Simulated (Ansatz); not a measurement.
Frontier orbitals of CH$_{7}$FGeOSi (`CO[SiH](F)[GeH3]`).

Z-matrix (Å, degrees):
```
C
O 1 1.414
H 1 1.096 2 111.5
H 1 1.091 2 108.3 3 119.5
H 1 1.093 2 110.6 3 -121.2
Si 2 1.628 1 124.9 3 38.8
Ge 6 2.373 2 107.0 1 -171.8
F 6 1.604 2 110.4 1 69.2
H 6 1.489 2 109.7 1 -46.1
H 7 1.537 6 110.3 2 -177.5
H 7 1.536 6 110.6 2 -57.1
H 7 1.537 6 109.9 2 63.1
```

Charge 0, multiplicity 1. Correlated methods include outer-core shells of Ge, which these sets cover unevenly. Scalar relativity is left out up to krypton. All single points use the PBE0-D4/def2-TZVP geometry. It is one conformer, not always the lowest. Basis def2-TZVPP, the Gaussian-basis code of Ansatz.

Orbital energies of one run (eV). Highest occupied ones, from the top: -8.37, -9.08, -9.62, -9.90, -9.94, -11.41, -12.63, -12.80, -13.39, -13.62, -14.22, -15.40, -16.53, -20.24. Empty: 0.27, 0.42, 1.27, 1.65, 2.10, 2.35.

Question: Which functional gave them?
A. r2SCAN0
B. B97M-V
C. r2SCAN
D. B3LYP

Answer: A. HOMO energies: r2SCAN0 -8.37, r2SCAN -7.25, B3LYP -7.98, B97M-V -7.36 eV.

B3LYP here is the variant with VWN-RPA as its local correlation; programs differ in this.
